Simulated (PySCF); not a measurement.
H2Sb, SMILES [SbH2+] (connectivity only; charge and spin as stated), charge +1, multiplicity 1. Heavy atoms are numbered as in [SbH2+:1]. Hydrogens are named by the atom that carries them.

The structure is a stationary point at B3LYP-D3(BJ)/def2-TZVPD. The def2 effective core potentials stand for the cores of Sb; spin–orbit coupling is left out.

All values below come from HF/def2-TZVPD run with PySCF.

Mulliken values depend strongly on the basis, most of all with diffuse functions as here. ESP charges are fitted to the potential on shells at 1.4 to 2.0 van der Waals radii. Atomic charges (e), one atom of each kind:

```tsv
atom	Mulliken	ESP fit
Sb1 (SbH2)	0.72	0.96
H on Sb1	0.14	0.02
```
